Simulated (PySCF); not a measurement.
Species: C8H8.
SMILES with atom numbers: `[CH:1]#[C:2][CH:3]=[C:4]=[CH:5][CH2:6][CH:7]=[CH2:8]` (hydrogens: H9 on C1; H10 on C3; H11 on C5; H12, H13 on C6; H14 on C7; H15, H16 on C8)

Geometry (PBE0-D3(BJ)/def2-SVP, Å), atoms numbered from 1 in this order:
```xyz
16
C8H8 angstrom
C      3.9936    1.9054    1.9465
C      3.2664    1.4388    1.0944
C      2.4366    0.9045    0.0666
C      1.3300    0.2204    0.2889
C      0.2284   -0.4464    0.5086
C     -1.1494    0.1617    0.6168
C     -2.0534   -0.3131   -0.4825
C     -3.1554   -1.0415   -0.3034
H      4.6316    2.3156    2.7069
H      2.7519    1.0780   -0.9718
H      0.2915   -1.5391    0.6042
H     -1.5855   -0.1044    1.5944
H     -1.0593    1.2596    0.5863
H     -1.7486   -0.0383   -1.4999
H     -3.4870   -1.3389    0.6971
H     -3.7709   -1.3636   -1.1473
```

Linear response at CAM-B3LYP/def2-SVPD (PySCF, frozen core in the response, non-relativistic).

Static isotropic polarisability: 106.01 au (15.71 Å³), principal values 65.5, 78.0, 174.5 au.

Problem. What is the polarisability at 1064 nm and at the sodium D line?

Solution. 107.65 au at 1064 nm (+1.5 %), 111.71 au at 589.3 nm (+5.4 %). The rise at 589.3 nm is 3.48 times that at 1064 nm; a pure ω² law gives 3.26. The lowest singlet lies at 231 nm, shorter than both wavelengths.

Problem. What is the isotropic C6 coefficient between two such molecules, C6 = (3/π)∫α(iω)² dω?

Solution. 3705 au (Eh·bohr⁶) by a ten-point quadrature over imaginary frequencies, which is 2210 eV·Å⁶ or 214 J·nm⁶/mol.

Problem. Which effective excitation energy ω̄ makes London's formula C6 = (3/4)α²ω̄ exact here?

Solution. ω̄ = 4·C6/(3α²) = 0.440 Eh = 12.0 eV. A one-pole form α(ω) = α/(1 − ω²/ω̄²) fitted to the 1064 nm value gives 9.4 eV.

Problem. What n − 1 at the D line would an ideal gas of it have at 273.15 K and 1 atm (2.6868 × 10¹⁹ cm⁻³), by n − 1 = 2π·N·α′?

Solution. 27.95 × 10⁻⁴, a formal value whether or not that pressure can be reached.

Problem. How many electrons N does the Slater–Kirkwood formula C6 = (3/4)·√N·α^(3/2) need to give this C6?

Solution. N = (4·C6/3)²/α³ = 20.5; the species has 56 electrons in all.

Problem. How anisotropic is the static polarisability, by Δα² = ½[(α1 − α2)² + (α2 − α3)² + (α3 − α1)²]?

Solution. Δα = 103.3 au, or 0.97 of the isotropic value.

Problem. What three-body coefficient follows from the one-pole estimate C9 = (3/4)·α·C6?

Solution. 295000 au. This is an estimate from the two numbers above, not a computed integral.

Problem. The lowest 6 singlets have (eV, f): 5.36, 0.005; 5.54, 0.001; 5.67, 0.466; 5.71, 0.001; 6.37, 0.004; 6.81, 0.040. What share of the static polarisability do they carry in the sum over states α = Σ f/ω²?

Solution. 11.65 au, 11.0 % of α; the largest term, 10.75 au, is that of the state at 5.67 eV. Their oscillator strengths add up to 0.52. Higher states carry the rest.

Problem. What molar refraction at the D line follows from R = (4π/3)·N_A·α′, with α′ the polarisability volume?

Solution. α′ = 16.55 Å³ gives R = 41.76 cm³/mol, for isolated, non-vibrating species.

Cost: about 1.8 min of CPU time on one thread; the machine was shared, so the figure is rough. This is the whole response run at CAM-B3LYP/def2-SVPD, SCF included.

One conformer stands for the species.
